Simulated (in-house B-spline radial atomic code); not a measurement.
Hg²⁺. Computed with a B-spline radial atomic code. Model: all-electron spherical atom, spin shells full or empty, radial basis limit, no spin-orbit coupling, Breit or QED, empty-state partial waves extrapolated as (l+1/2)^-4, RPA, G0W0 and static COHSEX of the highest shell as one setting changes (uncorrelated shells keep exact exchange).

Empty levels are discrete states of a finite basis, so the steps are uneven.

Without the two-electron picture change, core correlation of heavy ions comes too large.

Given: element Hg; charge 2; filled core Xe; hamiltonian one-electron scalar X2C; mean-field start r2SCAN; highest l of empty states 9; nuclear rms radius 5.4648 fm; lowest nl shells left uncorrelated 0; highest mean-field shell 5d; box radius 17.55 bohr.

Shell: 4f 7 7, 5d 5 5 (electrons up and down).

| highest empty level kept (hartree) | RPA correlation energy (hartree) | G0W0 level (eV) | G0W0 minus most complete (meV) | COHSEX level (eV) | linearised minus solved G0W0 (meV) |
| --- | --- | --- | --- | --- | --- |
| 3 | -0.54992 | -33.808 | 1104.8 | -35.165 | -164.4 |
| 6 | -0.90796 | -34.127 | 785.3 | -36.18 | -197.1 |
| 10.5 | ? | ? | ? | ? | ? |
| 18 | -1.9064 | -34.56 | 352.6 | -37.608 | -290.8 |
| 30 | -2.4935 | -34.698 | 214.9 | -38.125 | -333.3 |
| 54 | -3.1566 | -34.797 | 115.8 | -38.497 | -368.8 |
| 90 | -3.8749 | -34.839 | 74 | -38.672 | -385.5 |
| 180 | ? | ? | ? | ? | ? |
| 360 | -5.4361 | -34.892 | 20.5 | -38.923 | -408.6 |
| 750 | -6.0005 | -34.905 | 7.9 | -38.979 | -414.3 |
| 1800 | -6.4781 | -34.91 | 2.7 | -39.003 | -416.7 |
| 6000 | -6.8081 | -34.913 | 0 | -39.015 | -418 |

Q: What follows for highest empty level kept = 10.5?

A: RPA correlation energy -1.3499 hartree; G0W0 level -34.356 eV; G0W0 minus most complete 556.3 meV; COHSEX level -36.93 eV; linearised minus solved G0W0 -241.1 meV.

Q: What follows for highest empty level kept = 180?

A: RPA correlation energy -4.6758 hartree; G0W0 level -34.868 eV; G0W0 minus most complete 44.4 meV; COHSEX level -38.812 eV; linearised minus solved G0W0 -398.2 meV.
